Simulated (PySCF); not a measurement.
The dipole of `O[Si@@H](OC[SiH3])[C@H]1CCN1` from its density and from atomic charges.

Coordinates (GFN2-xTB, Å) and charges (e) from the PBE0/pcSseg-1 density (PySCF):

| atom | x | y | z | Mulliken | IAO | Hirshfeld | ESP-fitted |
| --- | --- | --- | --- | --- | --- | --- | --- |
| O1 | -0.699 | -0.226 | 1.561 | -0.5753 | -0.8129 | -0.3092 | -0.5387 |
| Si2 | -0.351 | -1.059 | 0.203 | +1.1708 | +1.3287 | +0.4400 | +0.3316 |
| O3 | -1.178 | -0.478 | -1.050 | -0.6398 | -0.6428 | -0.2264 | -0.3485 |
| C4 | -2.579 | -0.310 | -1.152 | -0.2016 | -0.3187 | -0.0752 | -0.1481 |
| Si5 | -3.084 | 1.439 | -0.581 | +0.4726 | +0.5991 | +0.3096 | +0.4377 |
| C6 | 1.486 | -0.808 | -0.180 | -0.3450 | -0.3158 | -0.0816 | +0.2831 |
| C7 | 2.015 | 0.632 | -0.311 | -0.2359 | -0.2682 | -0.0712 | -0.4746 |
| C8 | 2.986 | 0.287 | 0.822 | -0.0109 | -0.1455 | -0.0256 | +0.3045 |
| N9 | 2.242 | -0.948 | 1.089 | -0.5088 | -0.4475 | -0.1759 | -0.7591 |
| H10 | -0.025 | -0.204 | 2.238 | +0.2480 | +0.3719 | +0.1637 | +0.3940 |
| H11 | -0.667 | -2.472 | 0.442 | -0.1669 | -0.1933 | -0.0984 | -0.0725 |
| H12 | -3.085 | -1.079 | -0.564 | +0.1206 | +0.1315 | +0.0397 | +0.1378 |
| H13 | -2.838 | -0.479 | -2.202 | +0.1399 | +0.1537 | +0.0439 | +0.1034 |
| H14 | -2.753 | 1.619 | 0.829 | -0.0538 | -0.0993 | -0.0716 | -0.0890 |
| H15 | -4.533 | 1.549 | -0.783 | -0.1009 | -0.1273 | -0.0816 | -0.1362 |
| H16 | -2.379 | 2.416 | -1.413 | -0.0832 | -0.1162 | -0.0761 | -0.1010 |
| H17 | 1.869 | -1.450 | -0.977 | +0.1244 | +0.1265 | +0.0324 | +0.0300 |
| H18 | 2.468 | 0.890 | -1.265 | +0.1304 | +0.1434 | +0.0439 | +0.1291 |
| H19 | 1.284 | 1.390 | -0.042 | +0.1252 | +0.1400 | +0.0407 | +0.1734 |
| H20 | 2.996 | 0.961 | 1.684 | +0.1160 | +0.1321 | +0.0338 | +0.0016 |
| H21 | 4.017 | 0.139 | 0.480 | +0.1044 | +0.1196 | +0.0361 | +0.0038 |
| H22 | 2.801 | -1.789 | 1.172 | +0.1698 | +0.2412 | +0.1090 | +0.3379 |

Q: Form Σ q r in debye for every column and set it beside the full dipole.

A: The full density gives (1.72, -0.47, -0.26) D, 1.81 D in size; dipole vectors point from the negative to the positive end.

| scheme | μx | μy | μz | size (D) | share of the full size (%) | angle to the full dipole (°) |
| --- | --- | --- | --- | --- | --- | --- |
| Mulliken | -1.23 | 0.96 | -0.23 | 1.58 | 87 | 152 |
| IAO | 0.54 | -0.43 | -0.02 | 0.69 | 38 | 24 |
| Hirshfeld | 0.80 | -0.13 | 0.02 | 0.81 | 45 | 12 |
| ESP-fitted | 1.73 | -0.47 | -0.24 | 1.81 | 100 | 1 |

Q: Which set comes closest?

A: Length of the difference vector: ESP-fitted 0.03 D, Hirshfeld 1.02 D, IAO 1.21 D, Mulliken 3.29 D. Closest: ESP-fitted. ESP charges are fitted to the potential around the molecule, whose slowest-falling term is the dipole's. The schemes that divide the density aren't constrained to reproduce the dipole.

Q: What is left for the Hirshfeld atoms' own dipoles?

A: The shares of the density sum to the whole, so what Σ q r misses lies in dipoles about the nuclei. The atomic dipoles sum to (1.72, -0.47, -0.26) − (0.80, -0.13, 0.02) = (0.92, -0.34, -0.28) D, 1.02 D in size.

Q: With the origin at the mean of the coordinates, (0.000, 0.001, 0.000) Å, which are the largest single terms, by size, of the IAO dipole along the direction of the full one?

A: Si5 -9.30, N9 -4.79, H22 +3.44, C4 +3.38, O1 +3.26 D; all 22 atoms together +0.63 D. The single terms depend on the origin, their sum doesn't.

Q: Give the size of the full dipole in other units.

A: 1.81 D = 0.711 au = 0.376 e·Å = 6.03 × 10⁻³⁰ C·m.

Geometry: GFN2-xTB, one conformer, isolated molecule.

Conformer computed: `[OH:1][Si@@H:2]([O:3][CH2:4][SiH3:5])[C@H:6]1[CH2:7][CH2:8][NH:9]1`: O1–Si2–O3–C4 -55°, Si2–O3–C4–Si5 92°, O1–Si2–C6–C7 -55°, H–O1–Si2–O3 -153°.
